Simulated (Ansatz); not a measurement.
Total energies of (AgF)2 ring (Ag₂F₂) from Ansatz at r2SCAN-D4/def2-TZVPD, gas phase (1 Eh = 27.2114 eV = 2625.5 kJ/mol). The reference geometry is relaxed at r2SCAN-D4/def2-TZVP.

```json
{"state": "charge 0 singlet", "geometry": "reference", "energy (Eh)": "-493.80902"}
{"state": "charge -1 doublet", "geometry": "reference", "energy (Eh)": "-493.86015"}
{"state": "free Ag atom (doublet)", "geometry": "–", "energy (Eh)": "-147.01662"}
{"state": "free F atom (doublet)", "geometry": "–", "energy (Eh)": "-99.72844"}
```

In the def2 sets Ag takes a core potential; there is no spin–orbit coupling.

Q: Work out the vertical electron affinity, to the doublet.

A: E(charge 0 singlet) − E(charge -1 doublet) = -493.80902 − (-493.86015) = 0.05113 Eh = 1.39 eV.

Q: What is the binding energy per atom against free atoms?

A: Atoms: 2 × (-147.01662) + 2 × (-99.72844) = -493.49012 Eh. Binding: -493.49012 − (-493.80902) = 0.31890 Eh = 8.68 eV, or 2.17 eV for each of 4 atoms (no zero-point energy, no counterpoise term).

At r2SCAN-D4/def2-TZVPD the highest occupied level of the charge -1 doublet lies above zero (up to 0.54 eV). By energy differences its removal costs 1.39 eV (vertical, to the charge 0 singlet, at r2SCAN-D4/def2-TZVPD); a positive level beside a positive removal energy at the same level points to self-interaction error.
